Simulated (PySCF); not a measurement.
# Relaxation of triplet As₂H₆

All numbers come from PySCF, UPBE0, basis As def2-TZVP, H def2-TZVP (no relativity, density fitting). A (50,194) grid was used.

A start displaced from a saddle point along its imaginary mode, of C2 symmetry, held to at least that symmetry:

Coordinates in bohr (charge 0 multiplicity 3):
```
As    2.2661   -0.3784   -0.0025
As   -2.2661    0.3784   -0.0025
H    -2.1413    3.2374    0.2002
H     2.1413   -3.2374    0.2002
H     2.5140   -0.0991    3.1076
H     2.4188   -0.5422   -3.1231
H    -2.5140    0.0991    3.1076
H    -2.4188    0.5422   -3.1231
```

Optimiser trace:
| step | E − E(last) (kJ/mol) | largest gradient (Eh/bohr) |
| --- | --- | --- |
| 0 | 6.54 | 0.00141 |
| 1 | 6.26 | 0.00046 |
| 2 | 3.37 | 0.00074 |
| 3 | 2.55 | 0.00192 |
| 4 | 2.06 | 0.00458 |
| 5 | 1.73 | 0.00414 |
| 6 | 1.28 | 0.00322 |
| 7 | 0.98 | 0.00265 |
| 8 | 0.50 | 0.00163 |
| 9 | 0.16 | 0.00122 |
| 10 | 0.04 | 0.00074 |
| 11 | 0.02 | 0.00058 |
| 12 | 0.01 | 0.00033 |
| 13 | 0.00 | 0.00031 |
| 14 | 0.00 | 0.00019 |

It ends at C2 with As–As 2.417 Å, As–H 1.513 Å (×2), As–H 1.649 Å (×2), As–H 1.657 Å (×2); As–As–H 90.9° (×2), As–As–H 94.2° (×2), As–As–H 97.0° (×2), H–As–H 91.7° (×2), H–As–H 92.3° (×2), H–As–H 173.0° (×2) (after a last refinement on a finer grid). A frequency run shows a minimum. Other isomers or separated fragments may lie lower.

Final geometry:
Z-matrix (Å, degrees; charge 0 multiplicity 3):
```
As
As 1 2.4169
H  2 1.5132 1 97.03
H  1 1.5132 2 97.03 3 126.99
H  1 1.6571 2 94.23 3 34.75
H  1 1.6488 2 90.95 3 -140.58
H  2 1.6571 1 94.23 3 -92.24
H  2 1.6488 1 90.95 3 92.43
```

At this level a singlet minimum of C2h symmetry lies 384 kJ/mol below this structure.

The relaxation took 76 s on 4 threads of a shared Arm Neoverse V2 host, with 132 basis functions and 17 gradients; the process peaked at 2.2 GiB. Launch command: `OMP_NUM_THREADS=4 python axn.py task.json out`.
